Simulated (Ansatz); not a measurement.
Wavefunction ladder for C8H4Ti (`C#[C][Ti]([C]#C)([C]#C)[C]#C`)

```xyz
13

C     1.106    2.645    1.480
C     0.689    1.648    0.922
Ti    0.000    0.001    0.000
C    -0.333    0.407   -1.939
C    -0.534    0.652   -3.113
C    -1.716   -0.583    0.866
C    -2.755   -0.936    1.390
C     1.361   -1.470    0.152
C     2.184   -2.361    0.243
H     1.472    3.520    1.969
H    -0.711    0.867   -4.143
H    -3.667   -1.246    1.850
H     2.906   -3.143    0.323
```

The species carries charge 0 and has multiplicity 1. Correlated methods include outer-core shells of Ti, which these sets cover unevenly. Scalar relativity is left out up to krypton. Geometry: relaxed with PBE0-D4/def2-TZVP. Frozen core, restricted reference, Ansatz 0.2.0.

```json
{"basis": "def2-SVP", "HF (Eh)": "-1153.05071", "MP2 corr.": "-1.29845", "CCSD corr.": "?", "(T)": "-0.07754", "CCSD(T) total": "?"}
{"basis": "def2-TZVPP", "HF (Eh)": "-1153.52955", "MP2 corr.": "-1.61153", "CCSD corr.": "-1.62552", "(T)": "?", "CCSD(T) total": "?"}
{"basis": "def2-QZVPP", "HF (Eh)": "?", "MP2 corr.": "?", "CCSD corr.": "–", "(T)": "–", "CCSD(T) total": "–"}
```

(1) Fill in the withheld values. (Best estimate.)

Answers

(1) Computed: def2-SVP CCSD corr.: -1.32924; def2-SVP CCSD(T) total: -1154.45749; def2-TZVPP (T): -0.10590; def2-TZVPP CCSD(T) total: -1155.26097; def2-QZVPP HF (Eh): -1153.55581; def2-QZVPP MP2 corr.: -1.71941.
